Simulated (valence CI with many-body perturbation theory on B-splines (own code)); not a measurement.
**Missing levels of Pb⁶⁹⁺**

Computed by configuration interaction combined with many-body perturbation theory (CI+MBPT): three valence electrons over a frozen Dirac-Fock core [Ne], radial functions for each j: 11 s, 11 p, 9 d, 7 f, 5 g, 2 h, 1 i, with the one-electron correlation potential Σ1 (screened to all orders), the two-electron term Σ2, the three-electron term Σ3, Breit, model QED; selected single and double excitations, second order for the rest (own B-spline code, finite nucleus).

No measured spectrum was set against this ion. As an estimate, large intervals hold to a few tenths of a per cent, small ones and those within an open d or f shell to about a per cent.

```csv
Level,E (eV)
(3s^2 3p1/2) J=1/2,0.0
(3s 3p1/2^2) J=1/2,?
(3s^2 3p3/2) J=3/2,596.2
(3s 3p1/2 3p3/2) J=3/2 [a],?
(3s 3p1/2 3p3/2) J=5/2,780.6
(3s 3p1/2 3p3/2) J=3/2 [b],?
(3s 3p1/2 3p3/2) J=1/2,?
(3s^2 3d3/2) J=3/2,?
(3s^2 3d5/2) J=5/2,984.8
(3s 3p1/2 3d3/2) J=3/2 [a],994.2
(3s 3p1/2 3d3/2) J=3/2 [b],1009.3
(3s 3p1/2 3d3/2) J=5/2,1020.4
(3s 3p1/2 3d3/2) J=1/2,1051.2
(3s 3p1/2 3d3/2) J=3/2 [c],1061.1
(3s 3p1/2 3d5/2) J=5/2 [a],?
(3s 3p1/2 3d5/2) J=7/2,1169.5
(3s 3p1/2 3d5/2) J=5/2 [b],1180.8
(3s 3p1/2 3d5/2) J=3/2,1185.5
(3p1/2^2 3d3/2) J=3/2,1240.7
(3s 3p3/2^2) J=5/2,1368.5
```

Levels are named by their leading jj configuration (3d3/2^4 stands for four electrons in 3d with j = 3/2), which in mixed levels can hold well under half, so a name can repeat and another be missing. Letters in brackets count levels of one name in rising energy.

Problem. The levels stand in rising order. What does the calculation give for the missing energies?

Solution. (3s 3p1/2^2) J=1/2 198.8; (3s 3p1/2 3p3/2) J=3/2 [a] 759.5; (3s 3p1/2 3p3/2) J=3/2 [b] 802.9; (3s 3p1/2 3p3/2) J=1/2 815.5; (3s^2 3d3/2) J=3/2 864.5; (3s 3p1/2 3d5/2) J=5/2 [a] 1152.3.
